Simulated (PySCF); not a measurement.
**I²⁺ (iodine, charge +2) across methods**

[Kr] 4d10 5s2 5p3, high-spin 4S determinant. Computed with PySCF 2.14 in def2-TZVPPD with the def2 core potential (28 electrons), with scalar relativity through the core potential.

```
 method  E (hartree)  mean ε 5s α (eV)  mean ε 5s β (eV)  mean ε 5p α (eV)  Σ⟨r²⟩ (bohr²)   ⟨S²⟩
    LDA    -296.1628           -37.256           -35.131           -25.568          39.51  3.750
   PW91    -296.6955           -37.154           -34.678           -25.554          39.49  3.751
    UHF   -295.65786           -45.326           -37.272           -30.347          39.89  3.751
   MN15    -295.9013           -40.348           -36.638           -27.558          39.55  3.751
 r2SCAN    -296.7185           -38.026           -34.506           -26.037          39.42  3.751
 PBEsol    -296.3046           -37.132           -34.616           -25.520          39.47  3.751
    PBE    -296.5913           -37.077           -34.577           -25.500          39.51  3.751
LC-wPBE    -296.6379           -42.939           -38.602           -29.773          39.44  3.751
   PBE0    -296.6172           -39.395           -35.616           -26.925          39.51  3.751
```

Energies and moments cover only the electrons outside the core potential.
